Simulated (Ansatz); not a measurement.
Computed with Ansatz on PBE0-D4/def2-TZVP structures; ΔE is electronic, products minus reactants. CCSD(T)/CBS is the MP2 limit (def2-TZVPP, def2-QZVPP) plus CCSD(T) − MP2 in def2-TZVPP, frozen cores. This one scheme is used for every species. DFT in def2-TZVPP. B3LYP here is the variant with VWN-RPA as its local correlation; programs differ in this. One conformer a species, not always the lowest.

`C[N](C)[AlH2]` + `C[SiH2]BN` → `C[SiH2]B[NH][AlH2]` + `CNC`  (ligand exchange at the Al–N bond)

```tsv
level	ΔE (kJ/mol)	difference from CCSD(T)/CBS
PBE-D4	31.4	5.6
r2SCAN-D4	29.5	3.7
PBE0-D4	27.3	1.5
ωB97X-V	25.8	0.0
ωB97M-V	26.6	0.8
PBE	32.3	6.5
r2SCAN	29.9	4.1
B3LYP	29.2	3.4
MP2/def2-TZVPP	28.4	2.6
SCS-MP2/def2-TZVPP	27.0	1.2
CCSD/def2-TZVPP	25.5	-0.3
CCSD(T)/def2-TZVPP	27.0	1.2
HF/def2-QZVPP	17.7	-8.1
SCS-MP2/def2-QZVPP	26.3	0.5
HF/CBS(def2)	17.7	-8.1
MP2/CBS(def2)	27.1	1.3
CCSD(T)/CBS	25.8	0
```

Largest T1 diagnostic among the species: 0.012.

From PBE to PBE0 (25 % exact exchange), in def2-TZVPP and without D4, ΔE moves by −4.0 kJ/mol. In def2-TZVPP, CCSD(T) changes the Hartree–Fock value by +9.3 kJ/mol (the triples alone add +1.5 kJ/mol) and MP2 by +10.7 kJ/mol.
